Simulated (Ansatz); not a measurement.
Born–Oppenheimer molecular dynamics of H$_{7}$NOSi$_{2}$ (11 atoms, charge 0, multiplicity 1). It starts from a relaxed structure.

All numbers below come from RKS B3LYP-D4/def2-SVP (Ansatz).

- ensemble: NVT, Nosé–Hoover chain
- time step: 0.5 fs
- steps asked: 166
- set temperature: 300 K
- thermostat: time constant 100 fs, chain length 1
- temperature schedule: 41 steps to 300 K, then 125 steps to 75 K
- seed: 838334

First frame:

```xyz
11
Properties=species:S:1:pos:R:3
Si -0.022 0.090 -0.236
O -0.388 0.005 1.388
Si -1.312 -0.440 2.683
H -2.232 -1.561 2.318
H -0.423 -0.888 3.793
H -2.127 0.717 3.157
N 1.652 -0.060 -0.595
H 2.127 -0.953 -0.503
H 2.289 0.709 -0.412
H -0.457 1.426 -0.724
H -0.738 -1.024 -0.919
```

Q: How far do the bonds stretch over the last three quarters of this one trajectory? (Pairs bonded in most of those frames.)

A: 
| bond | mean (Å) | spread (Å) | shortest | longest |
| --- | --- | --- | --- | --- |
| Si1–O2 | 1.683 | 0.029 | 1.64 | 1.74 |
| Si1–N7 | 1.714 | 0.032 | 1.67 | 1.77 |
| Si1–H10 | 1.488 | 0.018 | 1.46 | 1.51 |
| Si1–H11 | 1.507 | 0.076 | 1.39 | 1.61 |
| O2–Si3 | 1.670 | 0.026 | 1.62 | 1.70 |
| Si3–H4 | 1.495 | 0.005 | 1.49 | 1.51 |
| Si3–H5 | 1.493 | 0.022 | 1.46 | 1.53 |
| Si3–H6 | 1.491 | 0.003 | 1.49 | 1.50 |
| N7–H8 | 1.016 | 0.010 | 1.00 | 1.03 |
| N7–H9 | 1.015 | 0.007 | 1.00 | 1.03 |

Mean temperature of the second half: 157 K. The conserved energy stayed within 0.16 meV per atom of its start (net change 0.075 meV per atom), so the integration is sound. The schedule's set-point averaged 150 K over the second half and the system 157 K. A run of 0.083 ps of so small a system gives no equilibrium averages.

Time of the run: 6.2 min on 2 threads of Arm Neoverse V1, on a shared host, peak memory 0.2 GiB.
